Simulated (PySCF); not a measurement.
**Spin-rotation constants: `O=C(F)c1ccc(Br)cc1`, C₇H₄BrFO**

Geometry:
```json
{"atom": "O1", "x (Å)": "-3.121", "y (Å)": "0.891", "z (Å)": "0.209"}
{"atom": "C2", "x (Å)": "-2.378", "y (Å)": "-0.029", "z (Å)": "0.143"}
{"atom": "F3", "x (Å)": "-2.892", "y (Å)": "-1.295", "z (Å)": "0.144"}
{"atom": "C4", "x (Å)": "-0.917", "y (Å)": "-0.026", "z (Å)": "0.054"}
{"atom": "C5", "x (Å)": "-0.264", "y (Å)": "1.209", "z (Å)": "0.044"}
{"atom": "C6", "x (Å)": "1.112", "y (Å)": "1.266", "z (Å)": "-0.039"}
{"atom": "C7", "x (Å)": "1.833", "y (Å)": "0.082", "z (Å)": "-0.111"}
{"atom": "Br8", "x (Å)": "3.726", "y (Å)": "0.154", "z (Å)": "-0.224"}
{"atom": "C9", "x (Å)": "1.200", "y (Å)": "-1.153", "z (Å)": "-0.103"}
{"atom": "C10", "x (Å)": "-0.177", "y (Å)": "-1.207", "z (Å)": "-0.020"}
{"atom": "H11", "x (Å)": "-0.852", "y (Å)": "2.112", "z (Å)": "0.101"}
{"atom": "H12", "x (Å)": "1.625", "y (Å)": "2.215", "z (Å)": "-0.047"}
{"atom": "H13", "x (Å)": "1.783", "y (Å)": "-2.059", "z (Å)": "-0.160"}
{"atom": "H14", "x (Å)": "-0.680", "y (Å)": "-2.161", "z (Å)": "-0.013"}
```

The calculation used PySCF 2.14.0, GIAO B3LYP/pcSseg-1 magnetisability, rotational g tensor and spin-rotation constants, non-relativistic, gas phase. Geometry: GFN2-xTB.

The calculation is non-relativistic, which matters for the atoms heavier than Zn.

Task: Give the nuclear spin-rotation constants along the inertial axes (H = +C I·J) beside the isotropic shieldings.

Result: Rotational constants 3.8496, 0.3642, 0.3327 GHz. A star marks the isotopologue with that one atom substituted, in its own axes.
| atom | isotope | Caa (kHz) | Cbb (kHz) | Ccc (kHz) | mean (kHz) | σ (ppm) |
| --- | --- | --- | --- | --- | --- | --- |
| F3 | 19F | 9.578 | 0.622 | 0.439 | 3.547 | 150.5 |
| Br8 | 79Br | 1.833 | 0.954 | 0.865 | 1.217 | 1880.5 |
| H11 | 1H | -0.195 | 0.025 | -0.034 | -0.068 | 23.5 |
| H12 | 1H | -0.189 | 0.021 | -0.034 | -0.068 | 24.0 |
| H13 | 1H | -0.213 | 0.023 | -0.034 | -0.075 | 24.1 |
| H14 | 1H | -0.181 | 0.023 | -0.034 | -0.064 | 23.7 |
| O1 | 17O* | -1.945 | -0.221 | -0.032 | -0.733 | -96.9 |
| C2 | 13C* | 1.570 | 0.142 | 0.104 | 0.605 | 15.8 |
| C4 | 13C* | 1.861 | 0.125 | 0.043 | 0.676 | 52.4 |
| C5 | 13C* | 1.586 | 0.175 | 0.039 | 0.600 | 40.6 |
| C6 | 13C* | 1.508 | 0.168 | 0.049 | 0.575 | 42.6 |
| C7 | 13C* | 2.052 | 0.133 | 0.062 | 0.749 | 23.8 |

For the geometry as given, no vibrational averaging.
